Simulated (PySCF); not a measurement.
Molecule: `C=CC/C([SiH3])=C/[SiH3]`, C5H12Si2.

Bonds (- single, = double, # triple, : aromatic): C1=C2, C2-C3, C3-C4, C4-Si5, C4=C6, C6-Si7. C1 carries H8, H9; C2 carries H10; C3 carries H11, H12; Si5 carries H13, H14, H15; C6 carries H16; Si7 carries H17, H18, H19. Stereochemistry as in C=CC/C([SiH3])=C/[SiH3]. H9 is cis to C3; H8 is trans to C3.

Frames of a GFN2-xTB Langevin trajectory at 400 K; GIAO PBE0/pcSseg-1 shieldings in PySCF 2.14.0 with density-fitted response routines, gas phase, non-relativistic; equivalent atoms averaged within each frame.

Referencing at the same level of theory: TMS for 13C (186.93 ppm), 29Si (349.16 ppm), 1H (31.72 ppm). The references are static minima.

Q: How do the shifts (ppm) fluctuate along the trajectory?

A: 
```
         time (fs)     C4     C6     C2     C1    C3    Si7    Si5   H16   H10    H9
               250  185.1  140.4  136.9  121.3  66.4  -72.9  -73.2  6.99  6.13  6.07
               425  170.9  132.8  145.1  119.8  47.1  -94.7  -77.0  6.34  6.34  5.03
               625  157.1  147.9  145.8  116.1  59.5  -87.9  -65.5  7.04  6.23  5.90
               800  177.8  149.3  150.7  131.0  71.7  -83.1  -72.2  7.85  7.28  6.14
              1000  168.3  140.3  147.7  112.9  46.6  -73.7  -81.6  6.74  6.67  4.66
    mean of frames  171.8  142.1  145.3  120.2  58.3  -82.5  -73.9  6.99  6.53  5.56
standard deviation   10.5    6.7    5.2    6.8  11.3    9.3    6.0  0.55  0.47  0.67
```

5 frames give an uncertainty of the mean of about the standard deviation over 2.2 at best, since frames this close in time may not be independent; classical motion lacks zero-point vibration, and the reference would need the same averaging.
